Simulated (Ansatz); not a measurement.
Input for Ansatz (a program for electronic structure): U-CCSD(T)/def2-TZVPP on ClGeH3 (SMILES [Cl][GeH3]), a point of a bond scan (R = 4.139 Å). The run froze 19 orbitals, filled d shells among them.

Ansatz 0.2 input:
```yaml
crystal:
  periodic: [false, false, false]
  atoms:
    - {symbol: Ge, position_ang: [-0.68437382, 0.03163627, 0.00355747]}
    - {symbol: Cl, position_ang: [1.48817264, -0.06879314, -0.00773572]}
    - {symbol: H, position_ang: [-1.72444420, 3.90628793, -1.01511797]}
    - {symbol: H, position_ang: [-1.14315274, -0.32666519, 1.42174700]}
    - {symbol: H, position_ang: [-1.18623477, -0.98290436, -1.03034895]}
basis:
  gaussian:
    orbitals: def2-TZVPP
correlation: {method: ccsd_t, electrons: outside_noble_gas}
scf: {omitted_lower_state_checks: [cluster_reference]}
magnetization: {spin_polarized: true, initial_magnetization: 0}
```

It printed:

```
WARN ansatz: RAYON_NUM_THREADS=1 ignored (pool sized by the plan → 1); use --threads N
Functional definition: HF
these checks for a lower state are left out or cut short: cluster_reference
integrals: 0.39 GiB planned
788 factors; integrals over basis functions are off by at most 5.8e-4 eV
mean field: 0.49 GiB planned
mean field evaluation 1: about -69016.2360 eV, gradient 1.6e1 eV
mean field evaluation 2: about -69016.2362 eV, gradient 1.6e1 eV
mean field evaluation 4: about -69019.4585 eV, gradient 2.8e0 eV
mean field evaluation 8: about -69019.5363 eV, gradient 1.5e-3 eV
mean field evaluation 16: about -69019.5363 eV, gradient 5.8e-4 eV
mean field evaluation 32: about -69023.1212 eV, gradient 2.2e-6 eV
mean field evaluation 64: about -69023.1211 eV, gradient 1.0e-1 eV
mean field -69023.12116297 eV, -2536.5529171874 hartree, gradient 4.4e-6 eV, S^2 0.999551; 5 other end points of the search recorded, 0 dependent functions left out
19 core orbitals not correlated
reference -69023.12116297 eV, -2536.5529171874 hartree; 7, 7 occupied and 106, 106 virtual orbitals, 788 factors
second order -7.89479255 eV of doubles, -0.00000000 eV of singles
coupled cluster: 0.74 GiB planned
cycle   1  -8.52808543 eV  change   -6.3e-1 eV  update   6.3e-2
cycle   2  -8.77728234 eV  change   -2.5e-1 eV  update   2.1e-2
cycle   3  -8.80687343 eV  change   -3.0e-2 eV  update   9.5e-3
cycle   4  -8.80243789 eV  change    4.4e-3 eV  update   3.8e-3
cycle   5  -8.80251319 eV  change   -7.5e-5 eV  update   1.7e-3
cycle   6  -8.80269045 eV  change   -1.8e-4 eV  update   8.2e-4
cycle   7  -8.80278936 eV  change   -9.9e-5 eV  update   5.2e-4
cycle   8  -8.80289401 eV  change   -1.0e-4 eV  update   4.4e-4
cycle   9  -8.80289155 eV  change    2.5e-6 eV  update   4.0e-4
cycle  10  -8.80296754 eV  change   -7.6e-5 eV  update   3.1e-4
cycle  11  -8.80307949 eV  change   -1.1e-4 eV  update   1.6e-4
cycle  12  -8.80305638 eV  change    2.3e-5 eV  update   5.9e-5
cycle  13  -8.80305079 eV  change    5.6e-6 eV  update   2.4e-5
cycle  14  -8.80303676 eV  change    1.4e-5 eV  update   1.0e-5
cycle  15  -8.80303259 eV  change    4.2e-6 eV  update   4.9e-6
coupled cluster: 0.75 GiB planned
perturbative correction -0.33796205 eV, -0.0124198764 hartree
Total energy: -69032.26215762 eV, -2536.8888425446 hartree
Checks for a lower state left out: cluster_reference
```

Self-consistency was reached. Its determinant has ⟨S²⟩ = 1.00, a mixture of spin states.

Cost: around 26 core-seconds (rough).
